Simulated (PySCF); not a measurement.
Si(Cl)2(Me)(NH2) (CH5Cl2NSi), SMILES C[Si](N)(Cl)Cl. Geometry optimised at TPSSh-D3(BJ)/def2-SVP. The structure was generated by enumeration, and PubChem lists no compound with its InChIKey, so it may never have been made. One conformer was computed; it need not be the lowest.

Computed equilibrium geometry at TPSSh-D3(BJ)/def2-SVP (PySCF confirms it by a frequency run) as Cartesian coordinates in Å (one conformer of several):
```xyz
10

C      1.6519    -1.1858     0.3504
Si     0.0339    -0.3529    -0.0278
N     -1.1775    -1.4969    -0.4343
Cl     0.3878     1.0738    -1.5137
Cl    -0.6803     0.6901     1.6129
H      1.5314    -1.8911     1.1872
H      2.0147    -1.7404    -0.5306
H      2.4145    -0.4393     0.6191
H     -2.1491    -1.1958    -0.4769
H     -0.9826    -2.1852    -1.1591
```
